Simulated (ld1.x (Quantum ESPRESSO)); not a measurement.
## Transferability test, TM semilocal potential for tin

ld1.x (Quantum ESPRESSO) 7.5 input, shortened:

```
&input
   title='Sn', zed=50., rel=1, dft='PZ', iswitch=3,
   config='[Kr] 4d10 5s1.5 5p2.5 5d-2'
 /
 &inputp
   pseudotype=1, tm=.true., lloc=2,
   nlcc=.false.
 /
3
5S  1  0   1.50   0.00  1.85  1.85  0.0
5P  2  1   2.50   0.00  2.60  2.60  0.0
5D  3  2  -2.00   0.10  2.70  2.70  0.0
 &test
   configts(1)='5s1.5 5p2.5'
 /
```

Energies are relative to the spin-unpolarised reference configuration 5s1.5 5p2.5; without spin polarisation the order of configurations can differ from experiment. Spin-polarised rows fill each open shell by Hund’s rule, majority spin first.

Question: Give the all-electron excitation energy and the error of the potential for: 5s2 5p2; 5s2 5p1; 5s2 5p0; 5s1 5p2; 5s2 5p1.5; 5s1 5p0; 5s0 5p4; 5s1.5 5p2.5 (spin-polarised); 5s2 5p2 (spin-polarised).

Answer:

```csv
valence configuration,charge,ΔE all-electron (eV),error AE − PS (meV)
5s2 5p2,0,-3.504,+3.6
5s2 5p1,+1,3.594,+9.2
5s2 5p0,+2,17.858,+49
5s1 5p2,+1,11.328,+12
5s2 5p1.5,+0.5,-0.788,+4.5
5s1 5p0,+3,49.309,+272
5s0 5p4,0,10.896,+40
5s1.5 5p2.5 (spin-polarised),0,-1.107,+295
5s2 5p2 (spin-polarised),0,-3.979,+82
```

Levels in the configuration 5s2 5p2 (spin-polarised):

```
  level  all-electron (eV)  pseudo (eV)
  5s up            -11.142      -11.252
  5p up             -4.222       -4.257
5s down            -10.201       -9.984
```
